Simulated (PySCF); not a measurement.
C3H6O3, SMILES COC(=O)OC (connectivity only; charge and spin as stated), charge +1, multiplicity 2. Atoms are numbered in the order given.

```xyz
12

C      2.4384     0.0000    -0.0351
O      1.0930     0.0000    -0.6486
C      0.0000     0.0000     0.0059
O      0.0000     0.0000     1.2863
O     -1.0930     0.0000    -0.6486
C     -2.4384     0.0000    -0.0351
H      2.5530     0.9114     0.5651
H      3.1155     0.0000    -0.8940
H      2.5530    -0.9114     0.5651
H     -3.1155     0.0000    -0.8940
H     -2.5530    -0.9114     0.5651
H     -2.5530     0.9114     0.5651
```
Charge +1, spin multiplicity 2.

Geometry: B3LYP-D3(BJ)/def2-SVP. The multiplicity is an assumed one; no other spin state was optimised.

Calculation: PySCF with PBE/pcH-1.

Unrestricted Kohn–Sham, ⟨S²⟩ = 0.753. Hyperfine tensors hold the contact and dipolar terms, without spin-orbit corrections.

Computed hyperfine couplings:
| nucleus | A(iso) (MHz) | A(iso) (G) | dipolar principal values (MHz) |
|---|---|---|---|
| 13C no. 1 | 6.4 | 2.3 | -1.7, 0.6, 1.1 |
| 17O no. 2 | -3.0 | -1.1 | -47.9, 22.7, 25.2 |
| 13C no. 3 | -38.8 | -13.9 | -9.8, 1.1, 8.7 |
| 17O no. 4 | -21.2 | -7.5 | -233.1, 112.5, 120.6 |
| 17O no. 5 | -3.0 | -1.1 | -47.9, 22.7, 25.2 |
| 13C no. 6 | 6.4 | 2.3 | -1.7, 0.6, 1.1 |
| 1H no. 7 | 1.6 | 0.6 | -4.0, -2.3, 6.3 |
| 1H no. 8 | 6.0 | 2.1 | -2.6, -1.9, 4.6 |
| 1H no. 9 | 1.6 | 0.6 | -4.0, -2.3, 6.3 |
| 1H no. 10 | 6.0 | 2.1 | -2.6, -1.9, 4.6 |
| 1H no. 11 | 1.6 | 0.6 | -4.0, -2.3, 6.3 |
| 1H no. 12 | 1.6 | 0.6 | -4.0, -2.3, 6.3 |
